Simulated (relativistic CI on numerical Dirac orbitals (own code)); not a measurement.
**One change at a time: Nb³⁶⁺**

Base calculation: Dirac-Coulomb-Breit CI, separate exchange-only KLI orbitals for each configuration, a model potential for QED, unscaled Slater integrals.

CI space (outside the closed core 1s2): 2s²2p, 2s2p², 2p³, 2p²3s, 2p²3p, 2p²3d, 2s²3s, 2s²3p, 2s²3d, 2s2p3s, 2s2p3p, 2s2p3d, 2s²4s, 2s²4p, 2s²4d, 2s²4f. Levels of other configurations are missing.

Variants: (1) P86 correlation estimate; (2) QED terms removed; (3) only the first 3 configurations. Shifts of the energy above 2s²2p ²P°1/2, in eV, for the lowest level and the first level of each name with at least 55 % of one term (blank where a level changes its place among those of its configuration and J or its character, or is not in the variant):

```csv
Level,Base,Δ(1),Δ(2),Δ(3)
2s²2p ²P°1/2,0.00,0.00,0.00,0.00
2s2p² ⁴P1/2,106.71,+0.29,+2.34,-0.23
2s²2p ²P°3/2,107.57,0.00,-0.17,+0.02
2s2p² ⁴P3/2,184.13,+0.29,+2.14,-0.29
2s2p² ⁴P5/2,206.76,+0.29,+2.14,-0.12
2s2p² ²D3/2,245.37,+0.29,+2.15,+0.25
2s2p² ²P1/2,251.47,+0.29,+2.18,+0.30
2s2p² ²D5/2,311.54,+0.29,+1.95,-0.02
2s2p² ²S1/2,365.03,+0.29,+1.95,-0.08
2s2p² ²P3/2,366.46,+0.29,+1.95,+0.42
2p³ ²D°5/2,469.64,+0.43,+4.34,+0.13
2p³ ²P°1/2,498.48,+0.42,+4.31,+0.04
2p³ ²P°3/2,588.19,+0.42,+4.11,+0.02
2s²3s ²S1/2,2804.46,+1.00,-0.66,
2s²3p ²P°1/2,2844.06,+1.21,+0.08,
2s²3p ²P°3/2,2873.77,+1.21,+0.13,
2s2p3s ⁴P°1/2,2881.76,+1.19,+1.63,
2s2p3s ⁴P°3/2,2896.65,+1.19,+1.49,
2s2p3s ²P°1/2,2908.45,+1.19,+1.62,
2s²3d ²D3/2,2908.72,+0.84,+0.07,
2s2p3p ⁴D1/2,2915.50,+1.38,+2.34,
2s²3d ²D5/2,2918.22,+0.83,+0.01,
```

At this charge energies of transitions that change n are usually good to better than 1 %, and those within a shell (Δn = 0) to a few per cent.

Ionisation energy from the two ground configurations alone: base 5016.19 eV; P86 correlation estimate 5017.67 eV. The NIST ASD value (semi-empirical) is 5011 eV.

LS names give the leading component of a level, which can be under half, so a name can repeat, a term be missing and a line seem to break the LS rules.
